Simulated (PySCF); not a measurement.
These 4 structures share the formula C5H4F2O. Theory: PBE0-D3(BJ)/def2-SVP geometry optimisation, gas phase in PySCF 2.14.0. Energies are electronic, without zero-point or thermal terms, for one conformer each. No frequencies were run at this level. Point groups hold within 0.08 Å.

Question: Order them by energy at this level, lowest first, and give relative energies in kcal/mol.
A. `[O:1]=[C:2]1[CH:3]=[C:4]([F:5])[CH2:6][C@H:7]1[F:8]` with O1–C2–C3–C4 171°, C3–C4–C6–C7 10°, C4–C6–C7–F8 -137°, O1–C2–C7–C6 -166°
B. `FC1=COC(F)=CC1`
C. `[F:1][CH:2]([F:3])[c:4]1[cH:5][cH:6][cH:7][o:8]1` with F1–C2–C4–C5 70°
D. `[CH2:1]=[C:2]([F:3])/[C:4]([F:5])=[CH:6]\[CH:7]=[O:8]` with C1–C2–C4–F5 0°, C4–C6–C7–O8 -179°

Answer: C (0.0), A (0.0), B (15.5), D (24.7).

As drawn, the lowest has an aromatic ring and two fluorines on one carbon, which the highest lacks; the highest has a C=O bond and a C=C bond outside aromatic rings, which the lowest lacks. Neighbours under 2.5 kcal/mol apart (FC(F)c1ccco1 and O=C1C=C(F)C[C@H]1F) can change places with a better method, another conformer or zero-point energy.

```csv
SMILES,E (Eh),E rel (kcal/mol),dipole (D),point group,"A, B, C (MHz)"
FC(F)c1ccco1,-466.98494,0.0,2.21,near Cs,"4874, 1381, 1301"
O=C1C=C(F)C[C@H]1F,-466.98493,0.0,3.48,C1,"3651, 1663, 1185"
FC1=COC(F)=CC1,-466.96029,15.5,1.04,Cs,"5285, 1462, 1153"
C=C(F)/C(F)=C\C=O,-466.94565,24.7,3.70,Cs,"3581, 1368, 989.8"
```
